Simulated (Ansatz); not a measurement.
Species: CH₃F₂Si, charge 0, multiplicity 2. It need not be the lowest isomer of its formula. 
Geometry from a B3LYP-D3(BJ)/def2-TZVP (Ansatz, an electronic-structure program) optimisation:
```
C
H 1 1.0901
H 1 1.0901 2 109.02
H 1 1.0936 2 109.06 3 -118.98
Si 1 1.8703 2 110.57 3 121.76
F 5 1.6052 1 108.45 2 62.21
F 5 1.6052 6 106.05 1 -116.30
```
Charge 0, spin multiplicity 2.

Total electronic energies in hartree. Correlated levels leave the core frozen unless marked. Open shells are spin-unrestricted. No spin-orbit coupling. No relativistic terms. Basis-set limits of correlation are two-point, X^-3; Hartree-Fock from the larger set. [CCSD(T)-MP2]/basis is that difference in the basis named.

| level | program | energy (Eh) |
|---|---|---|
| HF/cc-pV(Q+d)Z | Ansatz | -527.66923 |
| revPBE-D4/def2-TZVPD | Ansatz + dftd4 | -529.17061 |
| BHLYP/def2-TZVPD | Ansatz | -529.20744 |
| PBE-QIDH/def2-TZVPD | Ansatz | -528.82601 |
| MP2/cc-pVTZ | Ansatz | -528.41270 |
| SCS-MP2/aug-cc-pV(D+d)Z | Ansatz | -528.18585 |
| CCSD/6-31G | Ansatz | -527.77183 |
| CCSD(T)/6-31G* | Ansatz | -528.08133 |
| RI-MP2/CBS(aug-cc-pV(T+d)Z,aug-cc-pV(Q+d)Z)+[CCSD(T)-MP2]/aug-cc-pV(T+d)Z | Ansatz | -528.6085 |

Totals of different functionals don't rank their quality; only differences between species are comparable.
